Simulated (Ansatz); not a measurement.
The cluster As4⁺, relaxed as a quartet with UKS PBE-D4/def2-SVP in Ansatz, starting from the PBE-D4/def2-SVP geometry of the charge +1 doublet. Force threshold 0.02 eV/Å.

At PBE-D4/def2-SVP a doublet of charge 1 lies 1.72 eV below the quartet, each at its own geometry. The structure comes from a short search, and lower isomers may exist.

Start:

```xyz
4

As   -1.172   -0.568   -0.817
As    1.207   -0.101   -0.947
As   -0.005    1.469    0.452
As   -0.030   -0.801    1.312
```

(1) Estimate the energy that the relaxation releases and the steps that it takes.

(2) Does the start keep its bonding and symmetry?

(3) Predict the relaxed structure.

Results:

(1) 2.14 eV, in 8 steps; 19 s on 4 threads of Arm Neoverse V1 on a shared host. No frequencies were taken in this run, so the end may be a saddle point.

(2) Bonds lost: As2–As4 (atoms count from 1). Point group D2d at the start, C2v at the end, both within 0.05 Å.

(3) 
Cartesian coordinates in Å:
```
As -0.942 -0.607 -0.701
As 1.288 0.178 -1.474
As 0.117 1.239 0.445
As -0.463 -0.810 1.730
```
Bond lengths: 5 × As–As 2.42 to 2.49 Å.
